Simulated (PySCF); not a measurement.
GaH₂Cl, optimised at B3LYP/6-31G*:

```xyz
4

Ga     0.3342    -0.1555    -0.1665
Cl    -0.1132     0.9116    -2.0105
H     -0.2432    -1.6056    -0.0982
H      1.1791     0.6576     0.8660
```

Computed with PySCF (xtb for GFN2) and rigid-rotor harmonic-oscillator thermochemistry at 1 bar. 6-31G* has spherical d functions here. All species are closed-shell singlets. B3LYP is the form with VWN-RPA correlation. Ga: all electrons, no relativistic terms. GaH₂Cl: computed as isolated molecules; such fragments, hydroxides, amides, oligomers or adducts are transient or little studied in the gas.

### Question
List the harmonic frequencies (cm⁻¹, unscaled) at this level and at the other levels, each on its own geometry.

### Answer
- B3LYP/6-31G*: 398, 491, 602, 723, 1969, 1988
- GFN2-xTB: 373, 394, 435, 708, 1643, 1644
- HF/6-31G*: 415, 533, 647, 793, 2066, 2075
- PBE/def2-SVP: 406, 493, 592, 716, 1941, 1960
- PBE0/def2-TZVP: 416, 498, 616, 732, 2018, 2028
